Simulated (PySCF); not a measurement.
B3LYP has the VWN-RPA correlation part, as in Gaussian. Excitations are Tamm–Dancoff values on a coarser integration grid. The basis has no diffuse functions, so Rydberg states are missing or too high.

Cartesian coordinates (Å):
```xyz
15

Al     0.0011    -0.0756    -0.0340
H      0.9696     0.1449    -1.2923
H      0.6508    -0.8393     1.2168
H     -1.5592    -0.3143    -0.3212
C     -0.2013     4.4344     1.7135
C     -1.3741     3.7647     1.3617
C     -1.2817     2.4686     0.8583
N     -0.1006     1.8482     0.7030
C      1.0317     2.4894     1.0397
C      1.0246     3.7841     1.5491
H     -0.2405     5.4513     2.1108
H     -2.3525     4.2345     1.4726
H     -2.1628     1.8931     0.5645
H      1.9621     1.9358     0.8896
H      1.9658     4.2699     1.8105
```
Charge 0, multiplicity 1.

**Question.** Give the HOMO, S1 excitation (TDA), S1 oscillator strength, charge on the central atom (meta-Löwdin) and S1–T1 gap (TDA) at the level B3LYP-D3(BJ)/def2-TZVP // B3LYP-D3(BJ)/def2-SVP (PySCF).

**Answer.** 
- HOMO = -6.90 eV
- S1 excitation (TDA) = 3.89 eV
- S1 oscillator strength = 0.046
- charge on the central atom (meta-Löwdin) = 0.25 e
- S1–T1 gap (TDA) = 0.24 eV
